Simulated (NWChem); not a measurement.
Molecule: C$_{5}$H$_{7}$O, doublet; SMILES O=C1C[CH]CC1

```xyz
13

O     -0.0517     2.1030     0.0596
C     -0.0056     0.8953    -0.0061
C      1.2802     0.0536    -0.0347
C      0.8048    -1.3585    -0.0090
C     -0.6924    -1.4761     0.0798
C     -1.2242    -0.0355    -0.0851
H      1.9232     0.3371     0.8154
H      1.8642     0.3178    -0.9332
H      1.4670    -2.2166     0.0187
H     -1.0036    -1.9033     1.0477
H     -1.0988    -2.1579    -0.6815
H     -1.6975     0.1199    -1.0630
H     -1.9620     0.2593     0.6677
```
Atoms are numbered in this order, from 1.

Level: B3LYP/6-31G* (spherical d), spin-unrestricted (NWChem), optimised geometry, unscaled harmonic frequencies. B3LYP is NWChem's, with the RPA form of VWN correlation.

Question: List the harmonic frequencies with IR intensities, and the thermochemistry.

Answer: 
| frequency (cm⁻¹) | IR intensity (km/mol) |
|---|---|
| 6 | 2.3 |
| 89 | 4.7 |
| 369 | 23.3 |
| 456 | 3.8 |
| 462 | 7.8 |
| 611 | 2.4 |
| 690 | 1.7 |
| 735 | 3.2 |
| 781 | 2.6 |
| 879 | 0.7 |
| 913 | 0.7 |
| 964 | 1.9 |
| 991 | 7.6 |
| 1074 | 1.8 |
| 1099 | 0.2 |
| 1155 | 81.8 |
| 1173 | 0.5 |
| 1241 | 0.1 |
| 1267 | 0.1 |
| 1290 | 11.5 |
| 1348 | 0.3 |
| 1381 | 10.8 |
| 1462 | 7.8 |
| 1479 | 4.5 |
| 1512 | 3.5 |
| 1848 | 208.7 |
| 2984 | 52.8 |
| 2986 | 2.2 |
| 3000 | 14.7 |
| 3027 | 28.3 |
| 3065 | 11.2 |
| 3116 | 9.7 |
| 3226 | 19.1 |

```yaml
zero_point_energy: 66.7 kcal/mol
thermal correction to the enthalpy at 298.15 K (with zero-point energy): 71.2 kcal/mol
heat capacity Cv: 21.3 cal/(mol K)
"entropy at 298.15 K and 1 atm (symmetry number 1, electronic part: spin degeneracy alone)": 84.0 cal/(mol K)
dipole_moment: 2.73 D
```

Rigid rotor and harmonic oscillator; modes under 100 cm⁻¹ make the entropy uncertain.
